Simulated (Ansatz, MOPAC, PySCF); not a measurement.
Pair of molecules: N2 (SMILES N#N) (first 2 atoms) with CHN (SMILES C#N); geometry from B3LYP-D3(BJ)/def2-TZVP, rigid monomers moved along the line of their centres of mass till N2···H5 is 2.20 Å.
(charge 0, multiplicity 1):
```xyz
5

N      0.064     0.323    -1.096
N      0.031     0.118    -0.026
C     -0.070    -0.503     3.182
N     -0.105    -0.721     4.307
H     -0.037    -0.298     2.134
```

Counterpoise-corrected where a basis set is named; no monomer relaxation. Rows marked so take none.

Correlated levels freeze the cores. CBS: X⁻³ extrapolation of the correlation energy, Hartree–Fock from the larger set. Rows in 6-31G* carry no dispersion term and start afresh at each structure (6-31G* with six Cartesian d functions). MP2/6-31G* freezes PySCF's default core. The state that PM3, PM6 reach isn't checked.

The values were computed with Ansatz (Gaussian orbitals); MOPAC for PM3, PM6 (differences of heats of formation); PySCF for 6-31G* rows, the dispersion terms. Values without a source in brackets are computed.

```tsv
level	interaction energy (kcal/mol)
PM3	0.18
PM6	-0.38
HF/6-31G* (no counterpoise)	-0.03
r2SCAN/def2-TZVPPD	-0.24
PBE0-D4/def2-TZVPPD	-0.92
MP2/6-31G*	?
SCS-MP2/aug-cc-pVDZ	-0.30
CCSD/aug-cc-pVDZ	-0.26
CCSD(T)/CBS(aug-cc-pVDZ, aug-cc-pVTZ)	?
```

Problem. Some entries are withheld; supply them.

Solution. 
- MP2/6-31G*, interaction energy (kcal/mol): -0.59
- CCSD(T)/CBS(aug-cc-pVDZ, aug-cc-pVTZ), interaction energy (kcal/mol): -0.81

Ansatz is a program for electronic structure.
